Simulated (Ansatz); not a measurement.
Reaction (silylene formation by 1,1-elimination): `FCOC[SiH3]` → `COCF` + `[SiH2]`

Isolated molecules relaxed with PBE0-D4/def2-TZVP in Ansatz; ΔE leaves out vibrations. CCSD(T)/CBS is the MP2 limit (def2-TZVPP, def2-QZVPP) plus CCSD(T) − MP2 in def2-TZVPP, frozen cores. This one scheme is used for every species. Functionals use def2-TZVPP. Each species was taken in one conformer, which may not be the lowest.

| level | ΔE (kcal/mol) |
| --- | --- |
| PBE0-D4 | 53.9 |
| PBE | 50.6 |
| HF/def2-TZVPP | 45.0 |
| CCSD/def2-TZVPP | 48.3 |
| HF/def2-QZVPP | 45.1 |
| SCS-MP2/def2-QZVPP | 52.0 |
| MP2/CBS(def2) | 55.5 |
| CCSD/CBS(def2) | 49.8 |

Q: What does CCSD(T)/CBS give? (Estimate.)

A: Computed: +51.2 kcal/mol. The listed levels differ from it by 2.7, -0.6, -6.2, -2.9, -6.1, 0.8, 4.3, -1.4 kcal/mol.

Largest T1 diagnostic among the species: 0.014.

In def2-TZVPP, CCSD(T) changes the Hartree–Fock value by +4.6 kcal/mol (the triples alone add +1.3 kcal/mol) and MP2 by +8.9 kcal/mol. The D4 term adds +3.4 kcal/mol with B3LYP and +1.9 kcal/mol with PBE0; it sums over pairs of atoms, weighted by their polarisabilities, and B3LYP, whose exchange is more repulsive, gets the larger term.

B3LYP here is the variant with VWN-RPA as its local correlation; programs differ in this.
